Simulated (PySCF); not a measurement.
C2H7BFNSe, singlet, geometry from GFN2-xTB.

PySCF was given this input:
```python
from pyscf import gto, scf, mcscf
import numpy

mol = gto.M(
    atom='''
B     0.339026   -0.399279   -0.256867
F     1.175557   -0.868094   -1.186572
N    -0.045397   -1.241479    0.776411
C    -0.935124   -0.927922    1.871284
C     0.444217   -2.606733    0.857338
H    -1.796756   -1.601448    1.859823
H    -0.413842   -1.048277    2.825200
H    -1.292800    0.097505    1.796078
H     0.988933   -2.752694    1.793717
H    -0.395132   -3.306326    0.827535
H     1.108754   -2.813834    0.024054
Se   -0.181148    1.454953   -0.574206
H    -1.052045    1.664183    0.553473
''',
    basis='sto-3g',
    charge=0,
    spin=0,
    verbose=4,
)

mf = scf.RHF(mol)
mf.kernel()
mc = mcscf.CASSCF(mf, 5, 4)
mc.fix_spin_(ss=0.0)
mc = mc.state_average_([0.5, 0.5])
mc.kernel()
```

What is the computed SCF-reference Mulliken (on the basis functions themselves) charges in atom order (SA2-CASSCF(4,5)/STO-3G in PySCF)?

B1 0.42, F2 -0.21, N3 -0.37, C4 -0.08, C5 -0.08, H6 0.07, H7 0.07, H8 0.07, H9 0.07, H10 0.07, H11 0.08, Se12 -0.08, H13 -0.02

What is the computed SCF-reference dipole moment (SA2-CASSCF(4,5)/STO-3G)?

3.32 D

What is the computed total energy of the lowest state (SA2-CASSCF(4,5)/STO-3G)?

-2628.7394 Eh
